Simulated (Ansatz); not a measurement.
`[PH2][SnH2][SH]` + `C[SeH]` → `C[Se]P` + `[SH][SnH3]` at 600 K and 1 bar (cleavage of the P–Sn bond).

Program: Ansatz. Geometries: PBE0-D4/def2-TZVP. ΔE: electronic, gas phase. CCSD(T)/CBS is the MP2 limit (def2-TZVPP, def2-QZVPP) plus CCSD(T) − MP2 in def2-TZVPP, frozen cores. Elements past krypton have def2 core potentials. For Se, Sn outer-core shells are correlated without core-valence functions, which leaves a few kJ/mol of doubt a bond. Scalar relativity is left out up to krypton. One conformer a species, not always the lowest.

```tsv
species	CCSD(T)/CBS energy (Eh)	H − E (kJ/mol)	S (J/(mol·K))
`[PH2][SnH2][SH]`	-955.76196	162.7	448.3
`C[SeH]`	-2441.15625	149.5	312.9
`C[Se]P`	-2782.70431	192.9	391.6
`[SH][SnH3]`	-614.20548	117.8	361.0
```

H − E and S are ideal-gas, rigid-rotor, harmonic terms from PBE0-D4/def2-TZVP, for one conformer and one mirror image of each species. 1 Eh = 2625.50 kJ/mol, R = 8.31446 J/(mol·K).

Task: By hand: ΔE, ΔH, ΔS and ΔG.

Result: ΔE = (-2782.70431) + (-614.20548) − (-955.76196) − (-2441.15625) = 0.00842 Eh = 22.1 kJ/mol. Δ(H − E) = 192.9 + 117.8 − 162.7 − 149.5 = -1.5, so ΔH = 20.6 kJ/mol. ΔS = 391.6 + 361.0 − 448.3 − 312.9 = -8.6 J/(mol·K). ΔG = 20.6 − 600 × (-8.6)/1000 = 25.8 kJ/mol.

Task: By hand: the equilibrium constant, and the temperature at which ΔG would vanish if ΔH and ΔS stayed fixed.

Result: log₁₀ K = −ΔG/(RT ln 10) = -2.2. ΔH and −TΔS have one sign here, so there is no such temperature.

The number of gas molecules stays the same, so ΔS is small and ΔH decides. A doubt of 5 kJ/mol in ΔE shifts log₁₀ K by 0.4 here. Other conformers and mirror images would add mixing entropy, several J/(mol·K) or more a flexible species. Modes under 60 cm⁻¹, often nearly free rotors, make the harmonic entropy too high. These are equilibria of isolated gas molecules and say nothing of rates. Largest T1 diagnostic: 0.013 (customary marks: 0.02 for closed shells, 0.045 for open ones).

ΔS is within the doubt of such terms, so its sign, and with it that verdict, could turn.
